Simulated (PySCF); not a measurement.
# One molecule, several mistakes: BC2H6O

All numbers below are calculated, not measured. They come from PySCF 2.14.0, an open-source quantum chemistry program, on an isolated molecule that a program drew, which may never have been made. The molecule is BC2H6O (charge 0, doublet), drawn as the SMILES string `B[CH]OC`.

Each row is a Hartree-Fock (HF) and frozen-core CCSD(T) single point in the cc-pVDZ basis, meant for a local HF minimum. Run 1 is clean. Each other run has one planted mistake out of seven kinds, and not every kind appears here: one electron removed, one electron added, multiplicity raised by two, geometry at a saddle point, minimal basis STO-3G, one bond length entered in bohr, all coordinates scaled. The reference is restricted for singlets and unrestricted otherwise, and also for a bond in bohr. Adding or removing an electron swaps singlet and doublet. Electrons count all cores. HOMO and LUMO are orbital energies over both spins, the gradient is its largest component, and the lowest frequency (negative if imaginary) is given only where the gradient is small. Bond lengths are over the 9 bonds as drawn. T1 is the CCSD diagnostic: over 0.02 (restricted) or 0.045 (unrestricted) a single reference is doubtful.

Geometry of the clean run:
```xyz
10
BC2H6O, angstrom
B    -2.5735   -0.7687    0.2295
C    -1.4353   -0.3400    1.1388
O    -0.1361   -0.2569    0.8793
C     0.3391   -0.5977   -0.4012
H    -2.4091   -1.1052   -0.9096
H    -3.6778   -0.7611    0.6986
H    -1.6116   -0.0405    2.1667
H     0.1167   -1.6386   -0.6371
H     1.4156   -0.4528   -0.3736
H    -0.0965    0.0469   -1.1649
```

```
run,electrons,basis functions,<S^2>,HOMO (eV),LUMO (eV),gradient (hartree/bohr),lowest frequency (cm^-1),mean bond (Å),longest bond (Å),T1,HF (hartree),CCSD(T) (hartree),mistake
1,31,86,0.756,-9.02,1.47,9.4e-06,214,1.2227,1.519,0.0203,-178.72585,-179.32322,no fault
2,31,26,0.755,-7.06,5.14,5.5e-02,-,1.2227,1.519,0.0259,-176.45907,-176.68883,minimal basis STO-3G
3,30,86,0.000,-19.29,-6.66,1.5e-01,-,1.2227,1.519,0.0247,-178.43990,-179.03046,one electron removed
4,31,86,0.756,-8.98,1.51,2.0e-02,-,1.1946,1.484,0.0189,-178.72061,-179.31319,?
```

**Which mistake was planted in run 4, and what did it cost?**

The mean and the longest bond both change by the same factor, 0.977, and the gradient is no longer small. So the mistake is: all coordinates scaled. Subtracting run 1 and multiplying by 627.51 kcal/mol a hartree, the energy moved by 3.3 kcal/mol in HF and 6.3 kcal/mol in CCSD(T).

Cautions from the logs. Run 3: T1 is over the limit, so its CCSD(T) energy is less reliable.
